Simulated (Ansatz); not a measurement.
`C[S][Zn][SH]` + HBr → `C[S][Zn][Br]` + H₂S  (ligand exchange at a Zn–S bond)

Isolated molecules relaxed with PBE0-D4/def2-TZVP in Ansatz; ΔE leaves out vibrations. CCSD(T)/CBS is the MP2 limit (def2-TZVPP, def2-QZVPP) plus CCSD(T) − MP2 in def2-TZVPP, frozen cores. This one scheme is used for every species. DFT in def2-TZVPP. HSE06 is defined as in plane-wave codes. For Br, Zn outer-core shells are correlated without core-valence functions, which leaves a few kJ/mol of doubt a bond. Scalar relativity is left out up to krypton. One conformer a species, not always the lowest.

Problem. Is it downhill or uphill in electronic energy at CCSD(T)/CBS, and by how much? (An estimate is asked.)

Solution. Computed: Downhill: ΔE = -0.58 eV.

Problem. What do these levels give: LDA (SPW92), PBE-D4, B97M-V, HSE06-D4, ωB97X-V, B2PLYP, r2SCAN, r2SCANh, BHLYP, MP2/def2-TZVPP, MP2/def2-QZVPP, HF/CBS(def2)? (An estimate is asked.)

Solution. The calculation gave: LDA (SPW92) -0.43, PBE-D4 -0.47, B97M-V -0.52, HSE06-D4 -0.54, ωB97X-V -0.57, B2PLYP -0.56, r2SCAN -0.53, r2SCANh -0.55, BHLYP -0.64, MP2/def2-TZVPP -0.53, MP2/def2-QZVPP -0.55, HF/CBS(def2) -0.78 eV.

Largest T1 diagnostic among the species: 0.014.

From r2SCAN to r2SCAN0 (25 % exact exchange), in def2-TZVPP and without D4, ΔE moves by −0.05 eV. Leaving LDA and LC-ωPBE aside and taking each functional with its dispersion term where it has one, the values, not all of them listed here, spread over 0.16 eV, from BHLYP-D4 to revPBE-D4. LDA lies +0.05 eV from PBE without D4.
